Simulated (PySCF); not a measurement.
**Electron correlation in Pb⁺ (lead, charge +1)**

[Xe] 4f14 5d10 6s2 6p1, 2P determinant. Calculation: PySCF 2.14, in aug-cc-pVQZ-PP with ECP60MDF; a scalar-relativistic core potential. Frozen: 5s2 5p6 5d10; 3 electrons correlated.

```
  level  correlation energy (mhartree)
   CCSD                         -37.59
    (T)                          -0.47
CCSD(T)                         -38.06
```

Diagnostics: T1 = 0.0076, D1 = 0.0172, largest double amplitude 0.070.

Task: Is a single reference adequate?

Result: Mostly. T1 lies below 0.03, but a double amplitude of this size points to a near-degeneracy that CCSD handles and MP2 describes poorly.
